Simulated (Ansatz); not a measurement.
Br$_{3}$FHf (`[F][Hf]([Br])([Br])[Br]`), charge 0, multiplicity 1.

(1) Give a relaxed structure at PBE0-D4/def2-TZVP (Ansatz). (Estimate.)

Results:

(1) Computed: 
```xyz
5

F     1.1613   -1.5335   -0.4662
Hf    0.0596   -0.0789   -0.0240
Br    1.4861    1.7965    0.7386
Br   -1.2243    0.5865   -2.0345
Br   -1.4827   -0.7706    1.7861
```
Point group C3v.
